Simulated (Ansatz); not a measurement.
An input meant for C₂H₆Ni⁻, that is NiMe2 with one electron more (charge -1, doublet).

```yaml
crystal:
  periodic: [false, false, false]
  atoms:
    - {symbol: Ni, position_ang: [0.552544, -0.391299, -0.004151]}
    - {symbol: C, position_ang: [0.029621, 0.020940, 1.812396]}
    - {symbol: H, position_ang: [0.041458, 1.099929, 1.985499]}
    - {symbol: H, position_ang: [0.753480, -0.457038, 2.485498]}
    - {symbol: H, position_ang: [-0.968452, -0.369523, 2.027528]}
    - {symbol: C, position_ang: [-0.027825, -0.022099, -1.812479]}
    - {symbol: H, position_ang: [-1.043584, -0.389995, -1.977365]}
    - {symbol: H, position_ang: [0.655666, -0.541306, -2.496568]}
    - {symbol: H, position_ang: [0.007101, 1.050379, -2.020357]}
basis:
  gaussian: {orbitals: cc-pVTZ-PP}
total_charge: -1
magnetization: {spin_polarized: true, initial_magnetization: 1}
hamiltonian: {xc: {name: HF}}
correlation: {method: ccsd, diis_vectors: 4}
```

```sh
$ ansatz run in.yaml --threads 2 --pin off --events-out ev --progress --plain --max-ram 4352MiB
```

Task: Predict how Ansatz answers.

Result: The program refused the input. The basis set is misnamed or doesn't suit the job.
```
Functional definition: HF
Error: [file] the basis set cc-pVTZ-PP has no functions for Ni
```
